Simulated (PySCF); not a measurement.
C2H5O2, SMILES O[CH]CO, multiplicity 2. Atoms are numbered in the order given.

```xyz
9

O      1.4366    -0.0156    -0.3426
C      0.4828    -0.7385     0.3249
C     -0.9055    -0.3213    -0.0185
O     -1.1100     1.0679     0.1342
H      2.3170    -0.2964    -0.0641
H      0.7158    -1.7806     0.5799
H     -1.1501    -0.6387    -1.0627
H     -1.6161    -0.8463     0.6407
H     -0.3430     1.5019    -0.2650
```
Charge 0, spin multiplicity 2.

The structure is a stationary point at B3LYP-D3(BJ)/def2-SVP. The isomer is the one that the SMILES or the coordinates give; other isomers of the formula were not compared. Other conformers were not sampled.

Level of theory: PBE/def2-TZVPD run with PySCF.

Gas-phase values at a fixed geometry.

```json
{
 "total_energy": "-229.42989 hartree",
 "α spin, highest occupied and lowest empty level": "-3.98 and -0.85 eV",
 "β spin, highest occupied and lowest empty level": "-6.17 and -2.16 eV",
 "dipole_moment": "2.81 D",
 "quadrupole, principal values (traceless, Buckingham form, about the centre of nuclear charge)": "-5.40, 0.85, 4.55 D·Å",
 "mean_static_polarisability": "41.0 bohr³ (6.07 Å³)",
 "polarisability_principal_values": "36.3, 41.1, 45.5 bohr³",
 "⟨S²⟩": "0.753 (pure state 0.75)"
}
```
